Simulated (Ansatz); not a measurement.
`BS[SiH2][SiH2][SiH3]` + CH₃NH₂ → `CN[SiH2][SiH3]` + `BS[SiH3]`  (cleavage of the Si–Si bond)

Computed with Ansatz on PBE0-D4/def2-TZVP structures; ΔE is electronic, products minus reactants. CCSD(T)/CBS adds triple-zeta CCSD(T) − MP2 to the extrapolated MP2 energy (def2 sets, frozen cores). Functionals use def2-TZVPP. HSE06 is defined as in plane-wave codes. Each species was taken in one conformer, which may not be the lowest.

```
             level  ΔE (kJ/mol)  difference from CCSD(T)/CBS
         r2SCAN-D4        -21.4                          3.3
            B97M-V        -20.2                          4.5
          HSE06-D4        -12.8                         11.9
           ωB97M-V        -29.7                         -5.0
            B2PLYP        -33.9                         -9.2
          PBE-QIDH        -23.9                          0.8
               PBE        -14.2                         10.5
            revPBE        -16.0                          8.7
           r2SCANh        -23.6                          1.1
RPA@PBE/def2-TZVPP        -28.9                         -4.2
       HF/def2-SVP        -44.1                        -19.4
      MP2/def2-SVP        -27.5                         -2.8
  CCSD(T)/def2-SVP        -22.8                          1.9
    MP2/def2-TZVPP        -31.2                         -6.5
   CCSD/def2-TZVPP        -29.9                         -5.2
SCS-MP2/def2-QZVPP        -36.1                        -11.4
       CCSD(T)/CBS        -24.7                            0
```

Largest T1 diagnostic among the species: 0.015.

From BLYP to BHLYP (50 % exact exchange), in def2-TZVPP and without D4, ΔE moves by −7.0 kJ/mol. The D4 term adds +8.6 kJ/mol with B3LYP and +5.1 kJ/mol with PBE0; it sums over pairs of atoms, weighted by their polarisabilities, and B3LYP, whose exchange is more repulsive, gets the larger term. Leaving LDA and LC-ωPBE aside and taking each functional with its dispersion term where it has one, the values, not all of them listed here, spread over 25.0 kJ/mol, from B2PLYP to PBE-D4.

B3LYP here is the variant with VWN-RPA as its local correlation; programs differ in this.
